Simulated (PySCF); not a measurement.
Correlation energy of Bi (bismuth, neutral)

[Xe] 4f14 5d10 6s2 6p3, high-spin 4S determinant. Computed with PySCF 2.14 in def2-SVP with the def2 core potential (60 electrons), with scalar relativity through the core potential. Frozen: 5s2 5p6 5d10; 5 electrons correlated.

MP2 pair energies summed by pair of shells (mhartree):

| pair | energy | share (%) |
| --- | --- | --- |
| 6s-6p | -23.91 | 63.8 |
| 6p-6p | -8.64 | 23.0 |
| 6s-6s | -4.94 | 13.2 |

Total MP2 correlation energy: -37.49 mhartree.

Same-spin part -11.10 and opposite-spin part -26.39 mhartree; SCS-MP2 scales them by 1/3 and 6/5 to -35.37 mhartree.

| level | correlation energy (mhartree) |
| --- | --- |
| CCSD | -47.52 |
| (T) | -0.39 |
| CCSD(T) | -47.91 |

Diagnostics: T1 = 0.0049, D1 = 0.0108, largest double amplitude 0.049.

Spin-orbit coupling is strong in this species (close to jj coupling), so the high-spin LS determinant is a model state, not a physical level.

Cost of the coupled-cluster step: 0.12 s of wall time on 1 thread of Neoverse-V1 (shared host), for 5 correlated electrons.

Iterations:

```
CC2 = 0
CCSD nocc = (np.int64(4), np.int64(1)), nmo = (17, 17)
frozen orbitals [[0, 1, 2, 3, 4, 5, 6, 7, 8], [0, 1, 2, 3, 4, 5, 6, 7, 8]]
max_cycle = 100
direct = 0
conv_tol = 1e-08
conv_tol_normt = 1e-06
diis_space = 8
diis_start_cycle = 0
Init t2, MP2 energy = -0.0374882912668365
Init E_corr(UCCSD) = -0.0374882913483611
cycle = 1  E_corr(UCCSD) = -0.0452433272514254  dE = -0.0077550359  norm(t1,t2) = 0.0350148
cycle = 2  E_corr(UCCSD) = -0.0469335470127692  dE = -0.00169021976  norm(t1,t2) = 0.0095094
cycle = 3  E_corr(UCCSD) = -0.0475275331862293  dE = -0.000593986173  norm(t1,t2) = 0.00307054
cycle = 4  E_corr(UCCSD) = -0.0475159230444908  dE = 1.16101417e-05  norm(t1,t2) = 0.00034827
cycle = 5  E_corr(UCCSD) = -0.0475167748985726  dE = -8.51854082e-07  norm(t1,t2) = 5.43434e-05
cycle = 6  E_corr(UCCSD) = -0.0475163136893264  dE = 4.61209246e-07  norm(t1,t2) = 9.06104e-06
cycle = 7  E_corr(UCCSD) = -0.0475164468880611  dE = -1.33198735e-07  norm(t1,t2) = 1.53095e-06
cycle = 8  E_corr(UCCSD) = -0.0475164116456098  dE = 3.52424513e-08  norm(t1,t2) = 2.12967e-07
cycle = 9  E_corr(UCCSD) = -0.0475164162399479  dE = -4.5943381e-09  norm(t1,t2) = 3.69972e-08
UCCSD converged
E(UCCSD) = -213.6386806235859  E_corr = -0.04751641623994788
UCCSD(T) correction = -0.000386242472859973
```

Spin-orbit coupling is strong in this species, so the high-spin LS determinant is a model state.
